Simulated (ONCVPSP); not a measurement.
## Which change was made? (P, ONCV)

ONCVPSP 4.0.1 input, shortened (lines: element, Z, core and valence counts, functional; n l f; lmax; l rc ep ncon nbas qcut; lloc lpopt rc5 dvloc0; l nproj debl; icmod fcfact rcfact), LDA (Perdew-Zunger), scalar-relativistic:

```
  P 15.00    3    2        3      upf
    1    0    2.00
    2    0    2.00
    2    1    6.00
    3    0    1.00
    3    1    4.00
    2
    0    1.35    0.00    4    8    3.90
    1    1.60    0.00    4    7    4.90
    2    1.65    0.19    5    9    6.80
    4    5    0.95    0.00
    0    2    1.90
    1    3    3.60
    2    2    0.70
    3    3.00    1.45
```

Cutoffs, loose and tight: the cutoffs (Ha) at which the residual kinetic energy of the hardest occupied pseudo-wave falls to 1 and 0.1 mHa per electron. They do not see the model core or the augmentation charge, which bear on the density cutoff. Test errors are all-electron minus pseudo excitation energies from the reference, over the configurations 3s2 3p3; 3s2 3p2; 3s2 3p1; 3s2 3p0; variants that change the core or the reference have their own tests.

The base gives: outcome: generated; cutoff, loose: 17 Ha; cutoff, tight: 45 Ha; bound ghosts: none; GHOST(+) flags above zero: s, p; largest test error (meV): +49.

(1) After one change the result is: outcome: generated; cutoff, loose: 17 Ha; cutoff, tight: 45 Ha; bound ghosts: none; GHOST(+) flags above zero: s, p; largest test error (meV): +33. Which change was it?
A. core correction Teter function, fcfact 4.3, rcfact 1.45
B. core correction Teter function, fcfact 5.4, rcfact 1.45
C. core correction Teter function, fcfact 1.5, rcfact 1.45
D. core correction Teter function, fcfact 5.9, rcfact 1.45

## Answers

(1) A. The others give: core correction Teter function, fcfact 5.4, rcfact 1.45 → outcome: generated; cutoff, loose: 17 Ha; cutoff, tight: 45 Ha; bound ghosts: none; GHOST(+) flags above zero: s, p; largest test error (meV): +21 | core correction Teter function, fcfact 5.9, rcfact 1.45 → outcome: generated; cutoff, loose: 17 Ha; cutoff, tight: 45 Ha; bound ghosts: none; GHOST(+) flags above zero: s, p; largest test error (meV): +16 | core correction Teter function, fcfact 1.5, rcfact 1.45 → outcome: generated; cutoff, loose: 17 Ha; cutoff, tight: 45 Ha; bound ghosts: none; GHOST(+) flags above zero: s, p; largest test error (meV): +72.
